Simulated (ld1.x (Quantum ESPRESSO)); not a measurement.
**Transferability test, PAW potential for zirconium**

zirconium, PAW, made with ld1.x (Quantum ESPRESSO) 7.5 (LDA (PZ), scalar-relativistic). Core [Kr], reference 4d2 5s1.75 5p0.25. Waves: 5s (bound): rcut 2.95, rcutus 3.75 bohr; 5s channel at 0.1 Ry: rcut 2.95, rcutus 3.75 bohr; 5p (bound): rcut 3.00, rcutus 3.90 bohr; 5p channel at 0.8 Ry: rcut 3.00, rcutus 3.90 bohr; 4d (bound): rcut 1.40, rcutus 1.80 bohr; 4d channel at 2.6 Ry: rcut 1.40, rcutus 1.80 bohr. Local part: all-electron potential smoothed inside 2.00 bohr (lloc = -2). Core correction: a·sin(br)/r model core, default radius (ld1.x builds one for every PAW set, though the input has nlcc=.false.). Augmentation charge: PSQ, inside the norm-conserving radii.

Energies are relative to the spin-unpolarised reference configuration 4d2 5s1.75 5p0.25; without spin polarisation the order of configurations can differ from experiment. Spin-polarised rows fill each open shell by Hund’s rule, majority spin first.

```tsv
valence configuration	charge	ΔE all-electron (eV)	error AE − PS (meV)
4d2 5s2 5p0	0	-0.765	+0.2
4d2 5s1 5p0	+1	6.587	+1.9
4d2 5s0 5p0	+2	19.828	+34
4d1 5s0 5p0	+3	42.649	-108
4d3 5s1 5p0	0	0.460	-23
4d1 5s2 5p0	+1	7.057	+74
4d2 5s1 5p1	0	2.352	+1.5
4d2 5s1.75 5p0.25 (spin-polarised)	0	-0.621	+37
4d2 5s2 5p0 (spin-polarised)	0	-1.248	+38
```

Levels in the configuration 4d2 5s0 5p0:

```
level  all-electron (eV)  pseudo (eV)
   4d            -17.513      -17.487
```

These tests converged, but a pseudo level misses the all-electron one widely, so the file describes the atom poorly there or has found another state: 4d1 5s0 5p0: empty 5s by 2.7 eV (a node warning on the way).
